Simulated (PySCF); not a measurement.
Gas-phase XPS of `C[C](=O)[GeH2][F]`, computed

Compound: C2H5FGeO.
SMILES with atom numbers: `[CH3:1][C:2](=[O:3])[GeH2:4][F:5]`

Computed with delta-SCF UKS SCAN, pcX-2 on the ionised atom, pcseg-1 elsewhere, spin-free X2C in PySCF. Binding energies are ΔSCF values: E(core-ionised, relaxed orbitals) − E(ground state) at a fixed geometry, referred to the vacuum level.

Problem. Give the core binding energies atom by atom.

Solution. 
| atom(s) | environment | level | binding energy (eV) | above the level's lowest (eV) | count |
| --- | --- | --- | --- | --- | --- |
| C1 | methyl carbon next to a carbonyl | C 1s | 291.38 | 0.00 | 1 |
| C2 | carbonyl carbon | C 1s | 293.51 | +2.13 | 1 |
| O3 | carbonyl oxygen | O 1s | 538.28 | 0.00 | 1 |
| F5 | fluorine bonded to Ge | F 1s | 691.29 | 0.00 | 1 |

The listed C 1s values span 2.13 eV, from C1 (bonded to C and 3 H) to C2 (bonded to O (double bond), C and Ge). Summing the Pauling electronegativity differences to the bonded atoms, each weighted by its formal bond order, gives -1.05 for the lowest site and +1.24 for the highest.

Problem. Express the binding energy of O 1s of O3 in atomic units and per mole.

Solution. 538.28 eV = 19.7814 Eh = 51936 kJ/mol.

The unrestricted hole states depart most from a pure doublet (⟨S²⟩ = 0.75; over 0.85 named) for C 1s of C2 (0.86), which makes this value less certain. No level of germanium is listed. One conformer (not necessarily the lowest) at the PBE0-D3(BJ)/def2-SVP geometry, without solvent, vibrations or thermal averaging.

Shape of the structure used: `[CH3:1][C:2](=[O:3])[GeH2:4][F:5]`: C1–C2–Ge4–F5 -1°.
